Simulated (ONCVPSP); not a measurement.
## Configuration tests for Te (Z = 52) (ONCV)

Te (Z = 52), optimised norm-conserving Vanderbilt (ONCV), made with ONCVPSP 4.0.1 (PBEsol, scalar-relativistic). Core [Ar] 3d10, reference 4s2 4p6 4d10 5s2 5p2 (charge +2). Waves: 4s+5s: rc 1.30 bohr, ncon 5, nbas 9, qcut 10.4 1/bohr, 2 projectors; 4p+5p: rc 1.50 bohr, ncon 4, nbas 9, qcut 8.5 1/bohr, 2 projectors; 4d: rc 1.35 bohr, ncon 4, nbas 8, qcut 13.6 1/bohr, 2 projectors, debl 2.1 Ha. Local part: polynomial inside 1.20 bohr (lpopt 5, dvloc0 6 Ha). Core correction: none.

In the d channel the program set the typed energies aside and used -2.240, 0.250 Ha.

Energies are relative to the spin-unpolarised reference configuration 4s2 4p6 4d10 5s2 5p2; without spin polarisation the order of configurations can differ from experiment.

```
valence configuration  charge  ΔE all-electron (eV)  error AE − PS (meV)
 4s2 4p6 4d10 5s2 5p3      +1               -17.969                 +4.2
  4s2 4p6 4d9 5s2 5p4      +1                21.472                 +5.4
```

(1) What are ΔE and the potential's error for 4s2 4p6 4d10 5s2 5p4?

(2) What are ΔE and the potential's error for 4s2 4p6 4d10 5s2 5p1?

Levels in the configuration 4s2 4p6 4d10 5s2 5p4:

```csv
level,all-electron (eV),pseudo (eV)
4s,-164.146,-164.136
4p,-114.233,-114.223
4d,-41.588,-41.589
5s,-15.152,-15.152
5p,-5.968,-5.968
```

## Answers

(1) ΔE = -27.722 eV all-electron; the error (AE − PS) is +6.2 meV.

(2) ΔE = 26.957 eV all-electron; the error (AE − PS) is -7.0 meV.
